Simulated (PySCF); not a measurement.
The dipole of `CCC/C([SiH3])=C\[SiH3]` from its density and from atomic charges.

Coordinates (PBE0-D3(BJ)/def2-SVP, Å) and charges (e) from the PBE0/pcSseg-1 density (PySCF):

| atom | x | y | z | Mulliken | IAO | Hirshfeld | ESP-fitted |
| --- | --- | --- | --- | --- | --- | --- | --- |
| C1 | -1.964 | -1.437 | 0.362 | -0.2757 | -0.4091 | -0.1164 | -0.3162 |
| C2 | -1.861 | -0.629 | -0.921 | -0.3038 | -0.2393 | -0.0606 | +0.1789 |
| C3 | -0.425 | -0.244 | -1.284 | -0.1635 | -0.2497 | -0.0656 | -0.2955 |
| C4 | 0.251 | 0.629 | -0.260 | -0.4539 | -0.2197 | -0.0648 | 0.0000 |
| Si5 | -0.578 | 2.264 | 0.193 | +0.5146 | +0.5654 | +0.2997 | +0.2467 |
| C6 | 1.408 | 0.295 | 0.350 | -0.3409 | -0.4238 | -0.1387 | -0.2916 |
| Si7 | 2.379 | -1.293 | 0.081 | +0.4800 | +0.5630 | +0.2989 | +0.3223 |
| H8 | -1.565 | -0.879 | 1.223 | +0.1251 | +0.1369 | +0.0324 | +0.0816 |
| H9 | -1.390 | -2.374 | 0.286 | +0.1181 | +0.1348 | +0.0370 | +0.0878 |
| H10 | -3.008 | -1.701 | 0.588 | +0.1211 | +0.1400 | +0.0416 | +0.0778 |
| H11 | -2.478 | 0.285 | -0.838 | +0.1342 | +0.1256 | +0.0344 | -0.0051 |
| H12 | -2.293 | -1.199 | -1.760 | +0.1241 | +0.1358 | +0.0411 | +0.0032 |
| H13 | -0.435 | 0.295 | -2.249 | +0.1429 | +0.1459 | +0.0447 | +0.1019 |
| H14 | 0.165 | -1.163 | -1.455 | +0.1323 | +0.1255 | +0.0366 | +0.1189 |
| H15 | -1.790 | 2.046 | 1.045 | -0.0745 | -0.1157 | -0.0759 | -0.0627 |
| H16 | 0.391 | 3.111 | 0.951 | -0.0903 | -0.1080 | -0.0730 | -0.0745 |
| H17 | -1.022 | 2.986 | -1.041 | -0.0800 | -0.1156 | -0.0780 | -0.0682 |
| H18 | 1.833 | 1.005 | 1.072 | +0.1227 | +0.1453 | +0.0380 | +0.1466 |
| H19 | 2.841 | -1.433 | -1.336 | -0.0710 | -0.1135 | -0.0775 | -0.0873 |
| H20 | 1.567 | -2.505 | 0.415 | -0.0756 | -0.1150 | -0.0762 | -0.0810 |
| H21 | 3.581 | -1.272 | 0.969 | -0.0860 | -0.1088 | -0.0776 | -0.0837 |

Task: Form Σ q r in debye for every column and set it beside the full dipole.

Result: The full density gives (-0.61, -0.16, -0.33) D, 0.71 D in size; dipole vectors point from the negative to the positive end.

```
    scheme     μx     μy     μz  size (D)  share of the full size (%)  angle to the full dipole (°)
  Mulliken  -0.85  -0.87  -0.14      1.23                         172                            36
       IAO  -0.55  -0.01  -0.28      0.62                          87                            12
 Hirshfeld  -0.41   0.00  -0.30      0.51                          71                            15
ESP-fitted  -0.62  -0.18  -0.32      0.72                         101                             2
```

Task: Which set comes closest?

Result: Length of the difference vector: ESP-fitted 0.02 D, IAO 0.17 D, Hirshfeld 0.26 D, Mulliken 0.77 D. Closest: ESP-fitted. ESP charges are fitted to the potential around the molecule, whose slowest-falling term is the dipole's. 

Task: What is left for the Hirshfeld atoms' own dipoles?

Result: The shares of the density sum to the whole, so what Σ q r misses lies in dipoles about the nuclei. The atomic dipoles sum to (-0.61, -0.16, -0.33) − (-0.41, 0.00, -0.30) = (-0.20, -0.16, -0.03) D, 0.26 D in size.

Task: With the origin at the mean of the coordinates, (-0.209, -0.153, -0.172) Å, which are the largest single terms, by size, of the Hirshfeld dipole along the direction of the full one?

Result: Si7 -2.98, H21 +1.31, C6 +1.15, C1 -0.87, H19 +0.66 D; all 21 atoms together +0.49 D. The single terms depend on the origin, their sum doesn't.

Task: Give the size of the full dipole in other units.

Result: 0.71 D = 0.281 au = 0.148 e·Å = 2.38 × 10⁻³⁰ C·m.

Isolated species at its PBE0-D3(BJ)/def2-SVP geometry (one conformer only).

These values come from a run that also computed NMR shieldings. Time: 65 s of wall time; peak memory 1.1 GiB. Hardware: one thread, Arm Neoverse N1 (aarch64), on a shared host.

Shape of the structure used: `[CH3:1][CH2:2][CH2:3]/[C:4]([SiH3:5])=[CH:6]\[SiH3:7]`: C1–C2–C3–C4 -62°, C2–C3–C4–Si5 -57°.
